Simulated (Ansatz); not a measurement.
`O[SiH2][SiH](S)Cl` + `BO` → `BO[SiH](S)Cl` + `O[SiH3]`  (cleavage of the Si–Si bond)

Gas-phase electronic energies from Ansatz, PBE0-D4/def2-TZVP geometries. CCSD(T)/CBS adds triple-zeta CCSD(T) − MP2 to the extrapolated MP2 energy (def2 sets, frozen cores). This one scheme is used for every species. DFT in def2-TZVPP. B3LYP here is the variant with VWN-RPA as its local correlation; programs differ in this. Each species was taken in one conformer, which may not be the lowest.

```tsv
level	ΔE (kcal/mol)
B3LYP-D4	-22.0
ωB97M-V	-23.3
r2SCAN	-21.4
B3LYP	-23.0
MP2/def2-TZVPP	-24.8
CCSD(T)/def2-TZVPP	-23.4
MP2/def2-QZVPP	-24.7
CCSD/CBS(def2)	-24.0
```

Problem. What does CCSD(T)/CBS give? (Best estimate.)

Solution. Ansatz gave: -23.0 kcal/mol. The listed levels differ from it by 1.0, -0.3, 1.6, 0.0, -1.8, -0.4, -1.7, -1.0 kcal/mol.

Largest T1 diagnostic among the species: 0.014.

The D4 term adds +1.0 kcal/mol with B3LYP and +0.6 kcal/mol with PBE0; it sums over pairs of atoms, weighted by their polarisabilities, and B3LYP, whose exchange is more repulsive, gets the larger term. From PBE to PBE0 (25 % exact exchange), in def2-TZVPP and without D4, ΔE moves by −2.5 kcal/mol.
